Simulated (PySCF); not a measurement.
Compound: C3H9Tl.
Cartesian coordinates in Å at the PBE0-D3(BJ)/def2-SVP level; atoms count from 1:
```
atom  x, y, z in Å
C1    -0.457    2.170   -0.147
Tl2    0.011   -0.001    0.017
C3     2.121   -0.695    0.145
C4    -1.661   -1.472    0.018
H5    -0.382    2.463   -1.205
H6     0.264    2.764    0.431
H7    -1.478    2.374    0.206
H8     2.291   -1.132    1.140
H9     2.819    0.138   -0.010
H10    2.300   -1.474   -0.610
H11   -2.568   -1.017    0.438
H12   -1.864   -1.766   -1.023
H13   -1.392   -2.370    0.590
```

Computed with PBE0-D3(BJ)/def2-SVP geometry optimisation, gas phase, def2 core potentials past Kr (PySCF).

(1) Which atoms are bound to Tl2, and at what distances?

(2) List the angles at Tl2.

(3) What is the shape at Tl2?

(4) What are the other bond lengths?

Answers

(1) 3 atoms: C3 2.225 Å, C4 2.227 Å, C1 2.227 Å. The nearest atom not counted as bound is H12, at 2.78 Å (others tie with it).

(2) 
```json
{"angle": "C1–Tl2–C3", "degrees": "120.5", "distance of the outer atoms (Å)": "3.87"}
{"angle": "C3–Tl2–C4", "degrees": "120.4", "distance of the outer atoms (Å)": "3.86"}
{"angle": "C1–Tl2–C4", "degrees": "119.1", "distance of the outer atoms (Å)": "3.84"}
```

(3) Planar: angles 120.5°, 120.4° and 119.1°, sum 360.0°, 0.01 Å off the plane of its three neighbours.

(4) C1–H5 and 8 like bonds 1.099 Å.

Charge 0, singlet. No frequency check.
